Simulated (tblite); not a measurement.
Parent: `[CH3:1][C@H:2]([SiH3:3])[C:4]#[N:5]`, C3H7NSi.

Computed geometry: GFN2-xTB, gas phase. One conformer each, not checked by frequencies here.

```json
{"coordinate of the parent": "C1–C2", "value": "1.531 Å"}
{"coordinate of the parent": "C2–Si3", "value": "1.926 Å"}
{"coordinate of the parent": "C2–C4", "value": "1.432 Å"}
{"coordinate of the parent": "C4≡N5", "value": "1.145 Å"}
{"coordinate of the parent": "C1–C2–Si3", "value": "112.3°"}
{"coordinate of the parent": "C1–C2–C4", "value": "110.1°"}
{"coordinate of the parent": "Si3–C2–C4", "value": "108.8°"}
{"coordinate of the parent": "C2–C4–N5", "value": "178.5°"}
```

Task: How does the shared frame change in `[N:1]#[C:2][C@H:3]([SiH3:4])[CH2:5][O:6][SiH3:7]` with C2–C3–C5–O6 149°, C3–C5–O6–Si7 169°, C3H9NOSi2? Atoms pair as C1 = C5, C2 = C3, Si3 = Si4, C4 = C2, N5 = N1 (parent first).

Result: 
| parent | relative | value in the relative | change |
| --- | --- | --- | --- |
| C1–C2 | C5–C3 | 1.524 Å | -0.007 |
| C2–Si3 | C3–Si4 | 1.932 Å | +0.006 |
| C2–C4 | C3–C2 | 1.425 Å | -0.007 |
| C4≡N5 | C2≡N1 | 1.145 Å | 0.000 |
| C1–C2–Si3 | C5–C3–Si4 | 106.0° | -6.3 |
| C1–C2–C4 | C5–C3–C2 | 111.6° | +1.5 |
| Si3–C2–C4 | Si4–C3–C2 | 111.5° | +2.7 |
| C2–C4–N5 | C3–C2–N1 | 178.4° | -0.1 |

Of the parent's bonds, C1–C2, C2–Si3 and C2–C4 change most and about equally (-0.007 to +0.006 Å). Bonds of the relative outside the shared frame: C5–O6 1.399, O6–Si7 1.629 Å. Point group C1 → C1.
